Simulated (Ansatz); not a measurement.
`FB(Cl)Cl` → `F[B]Cl`• + Cl• at 298.15 K and 1 bar (homolysis of the B–Cl bond).

Isolated molecules relaxed with PBE0-D4/def2-TZVP in Ansatz; ΔE leaves out vibrations. CCSD(T)/CBS is frozen-core, at the limit of the def2 triple- and quadruple-zeta sets. No spin–orbit coupling; open shells (•) take unrestricted orbitals. Spin–orbit coupling would lower the free atoms: a little for Cl.

```
   species  CCSD(T)/CBS energy (Eh)  H − E (kJ/mol)  S (J/(mol·K))
`FB(Cl)Cl`              -1044.28205            37.6          287.3
 `F[B]Cl`•               -584.37623            26.2          264.4
       Cl•               -459.71044             6.2          168.3
```

H − E and S are ideal-gas, rigid-rotor, harmonic terms from PBE0-D4/def2-TZVP, with the whole ground term of open shells counted as degenerate. 1 Eh = 2625.50 kJ/mol, R = 8.31446 J/(mol·K).

Question: By hand: ΔE, ΔH, ΔS and ΔG.

Answer: ΔE = (-584.37623) + (-459.71044) − (-1044.28205) = 0.19538 Eh = 513.0 kJ/mol. Δ(H − E) = 26.2 + 6.2 − 37.6 = -5.2, so ΔH = 507.8 kJ/mol. ΔS = 264.4 + 168.3 − 287.3 = 145.4 J/(mol·K). ΔG = 507.8 − 298.15 × (145.4)/1000 = 464.4 kJ/mol.

Question: By hand: the equilibrium constant, and the temperature at which ΔG would vanish if ΔH and ΔS stayed fixed.

Answer: log₁₀ K = −ΔG/(RT ln 10) = -81.4. ΔG = 0 at ΔH/ΔS = 3492 K, far beyond where these terms or the molecules hold.

The number of gas molecules changes by +1, which sets the sign of ΔS. A doubt of 5 kJ/mol in ΔE shifts log₁₀ K by 0.9 here. These are equilibria of isolated gas molecules and say nothing of rates. Largest T1 diagnostic: 0.015 (customary marks: 0.02 for closed shells, 0.045 for open ones).
